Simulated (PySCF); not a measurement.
Vertical excitations of a molecule C4H6OSe from TDA-LC-ωPBE/def2-SVPD (PySCF), as energy in eV (oscillator strength): 4.98 (0.001), 5.10 (0.003), 6.26 (0.037), 6.78 (0.313), 6.96 (0.024), 7.08 (0.284), 7.43 (0.155), 7.55 (0.039), 7.65 (0.052), 7.78 (0.268). Lowest triplet (TDA): 4.11 eV. Geometry: B3LYP-D3(BJ)/def2-SVP. Other conformers were not sampled.

### Question
Identify the compound among the candidates.
A) C=C=COC[SeH]
B) O=C1CC[Se]C1
C) O=C1CC([SeH])C1
D) C#C[C@H]([SeH])OC

### Answer
A, C=C=COC[SeH]
